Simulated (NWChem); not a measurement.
System: C₃H₇Cl; SMILES CC(C)Cl

Here is an NWChem input.

```
start job
memory heap 200 mb stack 900 mb global 1100 mb
geometry units angstroms noautoz
  C      0.129090    -1.048146    -1.268065
  C     -0.393591    -0.407149     0.000000
  C      0.129090    -1.048146     1.268065
  Cl     0.039946     1.350911     0.000000
  H      1.228313    -1.004317    -1.301140
  H     -0.177022    -2.106065    -1.307073
  H     -0.263205    -0.540413    -2.160224
  H     -1.493931    -0.416534     0.000000
  H      1.228313    -1.004317     1.301140
  H     -0.177022    -2.106065     1.307073
  H     -0.263205    -0.540413     2.160224
end
basis spherical
  C library def2-svp
  Cl library def2-svp
  H library def2-svp
end
dft
  xc xpbe96 cpbe96
  iterations 150
  mulliken
end
task dft energy
```

NWChem printed, in part:

```
             Northwest Computational Chemistry Package (NWChem) 7.3.0
             --------------------------------------------------------

 CS  symmetry detected

                             Geometry "geometry" -> ""
                             -------------------------

 Output coordinates in angstroms (scale by  1.889725989 to convert to a.u.)

  No.       Tag          Charge          X              Y              Z
 ---- ---------------- ---------- -------------- -------------- --------------
    1 C                    6.0000     0.12763398     1.05387128    -1.26806500
    2 C                    6.0000    -0.39341885     0.41155008     0.00000000
    3 C                    6.0000     0.12763398     1.05387128     1.26806500
    4 Cl                  17.0000     0.04457770    -1.34540419     0.00000000
    5 H                    1.0000     1.22696466     1.01283162    -1.30114000
    6 H                    1.0000    -0.18116142     2.11101014    -1.30707300
    7 H                    1.0000    -0.26337142     0.54514449    -2.16022400
    8 H                    1.0000    -1.49377912     0.41814302     0.00000000
    9 H                    1.0000     1.22696466     1.01283162     1.30114000
   10 H                    1.0000    -0.18116142     2.11101014     1.30707300
   11 H                    1.0000    -0.26337142     0.54514449     2.16022400

 Effective nuclear repulsion energy (a.u.)     166.0057422459

      Symmetry information
      --------------------

 Group name             Cs
 Group number              2
 Group order               2
 No. of unique centers     7

  pbe96 is a nonlocal functional; adding pw91lda local functional.

                                 NWChem DFT Module
                                 -----------------

 Summary of "ao basis" -> "ao basis" (spherical)
 ------------------------------------------------------------------------------
       Tag                 Description            Shells   Functions and Types
 ---------------- ------------------------------  ------  ---------------------
 C                          def2-svp                 6       14   3s2p1d
 Cl                         def2-svp                 8       18   4s3p1d
 H                          def2-svp                 3        5   2s1p

      Symmetry analysis of basis
      --------------------------

        a'         56
        a"         39

            General Information
            -------------------
          SCF calculation type: DFT
          Wavefunction type:  closed shell.
          No. of atoms     :    11
          No. of electrons :    42
           Alpha electrons :    21
            Beta electrons :    21
          Charge           :     0
          Spin multiplicity:     1
          Use of symmetry is: on ; symmetry adaption is: on
          Maximum number of iterations: 150
          AO basis - number of functions:    95
                     number of shells:    47
          Convergence on energy requested:  1.00D-06
          Convergence on density requested:  1.00D-05
          Convergence on gradient requested:  5.00D-04

              XC Information
              --------------
          PerdewBurkeErnzerhof Exchange Functional  1.000
            Perdew 1991 LDA Correlation Functional  1.000 local
           PerdewBurkeErnz. Correlation Functional  1.000 non-local

             Grid Information
             ----------------
          Grid used for XC integration:  medium
          Radial quadrature: Mura-Knowles
          Angular quadrature: Lebedev.
          Tag              B.-S. Rad. Rad. Pts. Rad. Cut. Ang. Pts.
          ---              ---------- --------- --------- ---------
          C                   0.70       49          10.0       434
          Cl                  1.00       88          10.0       590
          H                   0.35       45          11.0       434
          Grid pruning is: on
          Number of quadrature shells:   366
          Spatial weights used:  Erf1

      Superposition of Atomic Density Guess
      -------------------------------------

 Sum of atomic energies:        -575.69290384

      Non-variational initial energy
      ------------------------------

 Total energy =    -578.014189
 1-e energy   =   -1119.121268
 2-e energy   =     375.101336
 HOMO         =      -0.365654
 LUMO         =       0.075099

      Symmetry analysis of molecular orbitals - initial
      -------------------------------------------------

  Numbering of irreducible representations:

     1 a'          2 a"

  Orbital symmetries:

     1 a'          2 a'          3 a"          4 a'          5 a'
     6 a'          7 a"          8 a'          9 a'         10 a"
    11 a'         12 a'         13 a'         14 a'         15 a"
    16 a"         17 a'         18 a'         19 a"         20 a"
    21 a'         22 a'         23 a'         24 a"         25 a'
    26 a'         27 a'         28 a"         29 a"         30 a'
    31 a"

     ---------------------------------------------
      Total Density - Mulliken Population Analysis
     ---------------------------------------------

    Atom       Charge   Shell Charges
 -----------   ------   -------------------------------------------------------
    1 C    6     6.23   1.99  0.96  0.18  2.06  1.01  0.02
    2 C    6     5.95   1.99  0.94  0.29  1.72  0.96  0.05
    3 C    6     6.23   1.99  0.96  0.18  2.06  1.01  0.02
    4 Cl  17    17.30   2.00  1.99  1.22  0.72  5.94  2.14  3.26  0.02
    5 H    1     0.90   0.67  0.21  0.02
    6 H    1     0.89   0.67  0.20  0.02
    7 H    1     0.90   0.67  0.20  0.02
    8 H    1     0.90   0.69  0.19  0.02
    9 H    1     0.90   0.67  0.21  0.02
   10 H    1     0.89   0.67  0.20  0.02
   11 H    1     0.90   0.67  0.20  0.02

   convergence    iter        energy       DeltaE   RMS-Dens  Diis-err
 ---------------- ----- ----------------- --------- --------- ---------
 d= 0,ls=0.0,diis     1   -578.0977953285 -7.44D+02  1.11D-02  4.71D-01
 d= 0,ls=0.0,diis     2   -578.0705269184  2.73D-02  8.38D-03  5.91D-01
 d= 0,ls=0.0,diis     3   -578.1341283170 -6.36D-02  2.50D-03  8.88D-02
 d= 0,ls=0.0,diis     4   -578.1454405426 -1.13D-02  4.02D-04  2.28D-03
 d= 0,ls=0.0,diis     5   -578.1457004099 -2.60D-04  1.29D-04  1.98D-04
  Resetting Diis
 d= 0,ls=0.0,diis     6   -578.1457262924 -2.59D-05  3.26D-05  5.92D-06
 d= 0,ls=0.0,diis     7   -578.1457271503 -8.58D-07  1.03D-05  2.32D-07
 d= 0,ls=0.0,diis     8   -578.1457271503 -7.14D-11  4.92D-06  2.33D-07

         Total DFT energy =     -578.145727150327
      One electron energy =    -1123.045050732504
           Coulomb energy =      425.634130964928
    Exchange-Corr. energy =      -46.740549628653
 Nuclear repulsion energy =      166.005742245903

 Numeric. integr. density =       41.999995107559

                  Occupations of the irreducible representations
                  ----------------------------------------------

                     irrep           alpha         beta
                     --------     --------     --------
                     a'               14.0         14.0
                     a"                7.0          7.0

                       DFT Final Molecular Orbital Analysis
                       ------------------------------------

 Vector   19  Occ=2.000000D+00  E=-3.123826D-01  Symmetry=a'
              MO Center= -2.0D-03,  4.3D-01, -1.2D-14, r^2= 3.6D+00
   Bfn.  Coefficient  Atom+Function         Bfn.  Coefficient  Atom+Function
  ----- ------------  ---------------      ----- ------------  ---------------
    54      0.301726   4 Cl py               51      0.249584   4 Cl py
    76     -0.238327   8 H  s                18      0.227230   2 C  px
    61     -0.196521   5 H  s                81     -0.196521   9 H  s
     4     -0.191809   1 C  px               32     -0.191809   3 C  px
    66      0.163774   6 H  s                86      0.163774  10 H  s

 Vector   20  Occ=2.000000D+00  E=-2.429398D-01  Symmetry=a"
              MO Center=  2.8D-02, -1.0D+00, -1.9D-14, r^2= 1.9D+00
   Bfn.  Coefficient  Atom+Function         Bfn.  Coefficient  Atom+Function
  ----- ------------  ---------------      ----- ------------  ---------------
    55      0.631406   4 Cl pz               52      0.459007   4 Cl pz
    49      0.267676   4 Cl pz               20     -0.132540   2 C  pz
     3      0.128986   1 C  s                31     -0.128986   3 C  s
     5     -0.103674   1 C  py               33      0.103674   3 C  py
     6      0.081574   1 C  pz               34      0.081574   3 C  pz

 Vector   21  Occ=2.000000D+00  E=-2.418142D-01  Symmetry=a'
              MO Center= -3.9D-02, -1.0D+00,  2.1D-14, r^2= 1.8D+00
   Bfn.  Coefficient  Atom+Function         Bfn.  Coefficient  Atom+Function
  ----- ------------  ---------------      ----- ------------  ---------------
    53      0.599619   4 Cl px               50      0.437598   4 Cl px
    47      0.255252   4 Cl px               76      0.178951   8 H  s
    54      0.170741   4 Cl py               18     -0.156929   2 C  px
    51      0.113220   4 Cl py                3     -0.107827   1 C  s
    31     -0.107827   3 C  s                77      0.094113   8 H  s

 Vector   22  Occ=0.000000D+00  E= 8.854728D-03  Symmetry=a'
              MO Center= -1.3D-01, -2.4D-01,  6.3D-15, r^2= 3.3D+00
   Bfn.  Coefficient  Atom+Function         Bfn.  Coefficient  Atom+Function
  ----- ------------  ---------------      ----- ------------  ---------------
    17      1.146285   2 C  s                54     -0.776526   4 Cl py
    22     -0.639549   2 C  py               46     -0.612769   4 Cl s
    19     -0.455252   2 C  py               77     -0.398987   8 H  s
    72     -0.346873   7 H  s                92     -0.346873  11 H  s
    62     -0.322260   5 H  s                82     -0.322260   9 H  s

[...]
```

Level: PBE/def2-SVP. Coordinates come from a PBE0/def2-SVP optimisation.
